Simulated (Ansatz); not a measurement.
Wavefunction ladder for CH6HfO3, SMILES `[CH3][Hf]([OH])([OH])[OH]`

Cartesian coordinates in Å:
```
C -0.455 1.299 -1.004
Hf 0.141 -0.403 0.311
O -1.505 -1.086 1.045
O 1.307 0.362 1.643
O 1.034 -1.658 -0.848
H -0.976 2.079 -0.437
H 0.416 1.764 -1.478
H -1.128 0.971 -1.804
H -2.157 -1.366 1.679
H 2.073 0.508 2.187
H 1.250 -2.470 -1.294
```

The species carries charge 0 and has multiplicity 1. Correlated methods include outer-core shells of Hf, which these sets cover unevenly. Hf takes the def2 core potential. The geometry is a stationary point of PBE0-D4/def2-TZVP. It is one conformer, not always the lowest. Frozen core, restricted reference, Ansatz.

```
     basis     HF (Eh)  MP2 corr.  CCSD corr.       (T)  CCSD(T) total
  def2-SVP  -313.41838   -0.94315    -0.96841  -0.02576     -314.41255
def2-TZVPP  -313.76861   -1.23528    -1.24774  -0.04750     -315.06385
def2-QZVPP  -313.78227   -1.35586           –         –              –
```
